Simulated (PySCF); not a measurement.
H5Cl3GeO5Si2, SMILES O[Si](O[SiH2][O][Ge]([Cl])([Cl])[Cl])(O)O (GFN2-xTB optimised geometry):

```
16

Si    -0.152     0.393     0.000
O     -0.838    -0.344     1.265
O      1.469     0.393     0.000
O     -0.653     1.928     0.000
O     -0.646    -0.433    -1.311
Si    -1.967    -1.308    -1.550
O     -1.822    -1.710    -3.122
Ge    -2.589    -2.705    -4.289
Cl    -4.664    -2.746    -3.921
Cl    -2.143    -1.815    -6.132
Cl    -1.769    -4.634    -4.126
H     -0.877     0.119     2.098
H      1.938    -0.407    -0.218
H     -0.339     2.520    -0.679
H     -3.179    -0.511    -1.398
H     -1.938    -2.520    -0.740
```

Level of theory: PBE0/def2-TZVP run with PySCF.

### Question
What are the frontier orbital energies and the dipole moment?

### Answer
HOMO-2 -9.49 eV, HOMO-1 -9.33 eV, HOMO -8.80 eV, LUMO -1.49 eV, LUMO+1 0.20 eV; dipole moment 1.49 D.

Meta-Löwdin charges at PBE0/def2-TZVP: Si1 1.64, O2 -0.77, O3 -0.77, O4 -0.77, O5 -0.84, Si6 1.12, O7 -0.81, Ge8 1.13, Cl9 -0.26, Cl10 -0.25, Cl11 -0.25, H12 0.37, H13 0.37, H14 0.37, H15 -0.14, H16 -0.14.
